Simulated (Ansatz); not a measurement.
Molecule: C₃H₁₀O₃Si, net charge 1, doublet state. SMILES of the parent species: CC(C)[Si](O)(O)O
Structure (B3LYP-D3(BJ)/def2-TZVP (Ansatz, a first-principles code) minimum search):
```xyz
17

C     -1.1818     1.6747    -0.8738
C     -1.3239     0.3274    -0.2585
C     -1.8114    -0.8110    -1.0865
Si     0.6950    -0.1976     0.3998
O      1.5174    -0.2022    -0.9697
O      1.0528     1.0835     1.2803
O      0.4357    -1.5380     1.2347
H     -0.7193     1.6419    -1.8597
H     -0.6658     2.3899    -0.2363
H     -2.2061     2.0625    -1.0129
H     -1.6536     0.3156     0.7859
H     -2.8868    -0.6414    -1.2598
H     -1.3447    -0.8471    -2.0712
H     -1.7343    -1.7747    -0.5856
H      1.5069    -0.8926    -1.6392
H      1.1307     1.0518     2.2405
H      0.6974    -2.4317     0.9919
```
Charge +1, spin multiplicity 2.

Parts of the frozen-core correlation energy in cc-pV(D+d)Z (Ansatz, hartree). Frozen orbitals: 11; correlated occupied orbitals by spin: 22 and 21; virtual: 124 and 125. UHF or UKS for open shells. Spin-orbit coupling is left out. Non-relativistic.

| term | value |
|---|---|
| reference (HF) | -632.83559 |
| MP2 opposite-spin | -0.79523 |
| MP2 same-spin | -0.26886 |
| CCSD correlation | -1.12578 |
| (T) | -0.02904 |
| T1 diagnostic | 0.014 |
| largest doubles amplitude | 0.012 |
| <S^2> of the reference | 0.758 |
